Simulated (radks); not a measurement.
The numbers below are computed, except where a source is named.
How relativity changes the ionisation of the nickel ion Ni+ ([Ar] 3d9) to Ni2+ ([Ar] 3d8). Spin-unpolarised spherical Kohn-Sham, PBEsol, point nucleus unless stated (finite: rms radius 3.7757 fm), a radial shooting solver on a logarithmic mesh with Libxc functionals. A level marked "c x" has the speed of light scaled by that factor and shares open shells by 2j + 1; other Dirac levels either fill j = l - 1/2 first or share by 2j + 1.

| level | E(Ni+) (hartree) | E(Ni2+) (hartree) | IE (eV) | HOMO | <r> HOMO (bohr) |
|---|---|---|---|---|---|
| non-rel. | -1506.50183 | -1505.74946 | 20.473 | 3d | 1.065 |
| scalar-rel. | -1519.00564 | -1518.25839 | 20.334 | 3d | 1.071 |
| scalar-rel., finite nucleus | -1518.99974 | -1518.25249 | 20.334 | 3d | 1.071 |
| Dirac, 2j+1 shares | -1519.04734 | -1518.30008 | 20.334 | 3d5/2 | 1.075 |
| Dirac, low j first | -1519.05060 | -1518.30730 | 20.226 | 3d5/2 | 1.075 |
| Dirac, 2j+1 shares, finite nucleus | -1519.04143 | -1518.29417 | 20.334 | 3d5/2 | 1.075 |
| Dirac, c x 0.85 | -1524.00645 | -1523.26108 | 20.283 | 3d5/2 | 1.079 |
| Dirac, c x 5 | -1506.99385 | -1506.24169 | 20.467 | 3d5/2 | 1.066 |
| Dirac, c x 100 | -1506.50306 | -1505.75069 | 20.473 | 3d5/2 | 1.065 |

NIST Atomic Spectra Database: 18.169 eV (measured). The relativistic part of the total energy of Ni+ is -12.54 hartree (Dirac, 2j+1 shares, finite nucleus), 0.83 % of the non-relativistic value. Spin polarisation and multiplet splitting of open shells are left out at every level.

Beside tabulated values, note that spin-unpolarised runs miss the spin-polarisation part of the exchange energy of open shells.
